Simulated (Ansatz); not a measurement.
Geometry optimisation, Ansatz, RKS BHLYP-D4/def2-SVP.

The input (input.yaml):

```yaml
crystal:
  periodic: [false, false, false]
  atoms:
    - { symbol: W, position_ang: [-0.517381, -0.513692, 0.295638] }
    - { symbol: H, position_ang: [0.049964, -0.005456, 1.835901] }
    - { symbol: H, position_ang: [1.065493, -0.151887, 0.175282] }
    - { symbol: H, position_ang: [-0.102542, 1.048928, 0.15265] }
    - { symbol: H, position_ang: [-1.676555, 0.407675, -0.532257] }
    - { symbol: H, position_ang: [0.330234, -1.701423, -0.568315] }
    - { symbol: H, position_ang: [0.093694, 0.063272, -1.112095] }
    - { symbol: Br, position_ang: [2.011541, 2.216544, 1.078172] }
    - { symbol: H, position_ang: [1.328052, 1.32624, 2.059024] }
basis:
  gaussian: { orbitals: def2-SVP }
hamiltonian:
  xc: { name: BHLYP }
  dispersion: d4
relax:
  f_tol: 0.03
  max_steps: 50
```

Run as:

```bash
$ ansatz run input.yaml --threads 2 --pin off --max-ram 3072MiB --backend cpu --events-out ev --progress --plain --runs-dir out
```

Task: Where does it end, and by what steps?

Result: The run converged. The force dipped under the threshold on the way, but the program's further checks kept it going. After 12 steps the energy has fallen by 0.380 eV; Br8 moved furthest, 0.98 Å.

| step | energy less start (eV) | largest force component (eV/Å) | accepted |
| --- | --- | --- | --- |
| 0 | 0.0000 | 1.363 | yes |
| 1 | -0.2186 | 0.555 | yes |
| 2 | -0.2787 | 0.580 | yes |
| 3 | -0.3284 | 0.211 | yes |
| 4 | -0.3461 | 0.091 | yes |
| 5 | -0.3558 | 0.148 | yes |
| 6 | -0.3719 | 0.034 | yes |
| 7 | -0.3775 | 0.043 | yes |
| 8 | -0.3799 | 0.012 | yes |
| 9 | -0.3794 | 0.083 | no |
| 10 | -0.3802 | 0.009 | yes |
| 11 | -0.3803 | 0.039 | yes |
| 12 | -0.3804 | 0.019 | yes |

```xyz
9
Properties=species:S:1:pos:R:3
W -0.584 -0.595 0.289
H 0.047 0.038 1.735
H 0.998 -0.208 0.103
H -0.199 0.988 0.101
H -1.787 0.264 -0.539
H 0.276 -1.797 -0.537
H -0.057 -0.069 -1.170
Br 2.409 2.527 1.913
H 1.479 1.541 1.489
```

The run took 56 s on 2 threads of Intel(R) Xeon(R) Platinum 8259CL CPU @ 2.50GHz (Skylake/Cascade Lake) (shared host), peak memory 0.24 GiB.
